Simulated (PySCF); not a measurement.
O4Ru, triplet, geometry from GFN2-xTB (such geometries of metal compounds can be far from the true shape) (the multiplicity is a formal guess) (core potentials on Ru); PBE/def2-SVP (PySCF).

PySCF was given this input:
```python
from pyscf import gto, scf, dft

mol = gto.Mole()
mol.atom = '''
    Ru    0.01430486   -0.02340224   -0.12950598
    O     1.17675629    0.70822560   -0.92296003
    O     0.49309506   -0.54979544    1.45089418
    O    -0.98119096   -1.02816347   -0.84754838
    O    -0.76733713    0.99844565    1.03189713
'''
mol.basis = 'def2-svp'
mol.ecp = {'Ru': 'def2-svp'}
mol.spin = 2
mol.verbose = 4
mol.build()

mf = dft.UKS(mol)
mf.xc = 'pbe'
mf.grids.atom_grid = (30, 110)
mf.kernel()
```

Problem. What does PySCF print? Leave out banner, timings and long lists.

Solution. 
```
PySCF version 2.14.0

[INPUT] verbose = 4
[INPUT] num. atoms = 5
[INPUT] num. electrons = 48
[INPUT] charge = 0
[INPUT] spin (= nelec alpha-beta = 2S) = 2
[INPUT] symmetry False subgroup None
[INPUT] Mole.unit = angstrom
[INPUT] Symbol           X                Y                Z      unit          X                Y                Z       unit  Magmom
[INPUT]  1 Ru     0.014304860000  -0.023402240000  -0.129505980000 AA    0.027032267650  -0.044223824301  -0.244730833693 Bohr   0.0
[INPUT]  2 O      1.176756290000   0.708225600000  -0.922960030000 AA    2.223747103459   1.338352418406  -1.744141680620 Bohr   0.0
[INPUT]  3 O      0.493095060000  -0.549795440000   1.450894180000 AA    0.931814616776  -1.038962806135   2.741792635925 Bohr   0.0
[INPUT]  4 O     -0.981190960000  -1.028163470000  -0.847548380000 AA   -1.854182190299  -1.942947369582  -1.601634315519 Bohr   0.0
[INPUT]  5 O     -0.767337130000   0.998445650000   1.031897130000 AA   -1.450057020910   1.886788828763   1.950002964425 Bohr   0.0

nuclear repulsion = 241.256189733457
number of shells = 35
number of NR pGTOs = 153
number of NR cGTOs = 87
basis = def2-svp
ecp = {'Ru': 'def2-svp'}

******** <class 'pyscf.dft.uks.UKS'> ********
method = UKS
initial guess = minao
damping factor = 0
level_shift factor = 0
DIIS = <class 'pyscf.scf.diis.CDIIS'>
diis_start_cycle = 1
diis_space = 8
diis_damp = 0
SCF conv_tol = 1e-09
SCF conv_tol_grad = None
SCF max_cycles = 50
direct_scf = True
direct_scf_tol = 1e-13
number electrons alpha = 25  beta = 23
XC library pyscf.dft.libxc version 7.1.2
    S. Lehtola, C. Steigemann, M. J. T. Oliveira, and M. A. L. Marques,  SoftwareX 7, 1–5 (2018)
XC functionals = pbe
    J. P. Perdew, K. Burke, and M. Ernzerhof,  Phys. Rev. Lett. 77, 3865 (1996)
    J. P. Perdew, K. Burke, and M. Ernzerhof,  Phys. Rev. Lett. 78, 1396 (1997)
    J. P. Perdew, K. Burke, and M. Ernzerhof,  Phys. Rev. Lett. 77, 3865 (1996)
    J. P. Perdew, K. Burke, and M. Ernzerhof,  Phys. Rev. Lett. 78, 1396 (1997)
radial grids:
    Treutler-Ahlrichs [JCP 102, 346 (1995); DOI:10.1063/1.469408] (M4) radial grids

becke partition: Becke, JCP 88, 2547 (1988); DOI:10.1063/1.454033
pruning grids: <function nwchem_prune>
grids dens level: 3
symmetrized grids: False
atomic radii adjust function: <function treutler_atomic_radii_adjust>
User specified grid scheme (30, 110)
small_rho_cutoff = 0
Set gradient conv threshold to 3.16228e-05
tot grids = 12216
init E= -386.493233259521

cycle= 1 E= -394.836949847815  delta_E= -8.34  |g|= 0.972  |ddm|= 2.76

cycle= 2 E= -391.860610828038  delta_E= 2.98  |g|= 2.79  |ddm|= 2.49
cycle= 3 E= -395.060020400043  delta_E= -3.2  |g|= 0.528  |ddm|= 2.34
cycle= 4 E= -395.175272503811  delta_E= -0.115  |g|= 0.0687  |ddm|= 0.521
cycle= 5 E= -395.148911680849  delta_E= 0.0264  |g|= 0.255  |ddm|= 0.227
cycle= 6 E= -395.177278305168  delta_E= -0.0284  |g|= 0.0111  |ddm|= 0.178
cycle= 7 E= -395.177290259984  delta_E= -1.2e-05  |g|= 0.0108  |ddm|= 0.014
cycle= 8 E= -395.17732800281  delta_E= -3.77e-05  |g|= 0.005  |ddm|= 0.0101
cycle= 9 E= -395.17733441344  delta_E= -6.41e-06  |g|= 0.00308  |ddm|= 0.00471
cycle= 10 E= -395.17733813888  delta_E= -3.73e-06  |g|= 0.000989  |ddm|= 0.00253
cycle= 11 E= -395.177338639142  delta_E= -5e-07  |g|= 0.000175  |ddm|= 0.0011
cycle= 12 E= -395.177338666471  delta_E= -2.73e-08  |g|= 0.000157  |ddm|= 0.000528
cycle= 13 E= -395.177338676637  delta_E= -1.02e-08  |g|= 4.35e-05  |ddm|= 0.000168
cycle= 14 E= -395.17733867735  delta_E= -7.13e-10  |g|= 5.84e-06  |ddm|= 3.6e-05
Extra cycle  E= -395.177338677313  delta_E= 3.67e-11  |g|= 1.38e-05  |ddm|= 1.75e-05
converged SCF energy = -395.177338677313  <S^2> = 2.0084223  2S+1 = 3.0056096
```
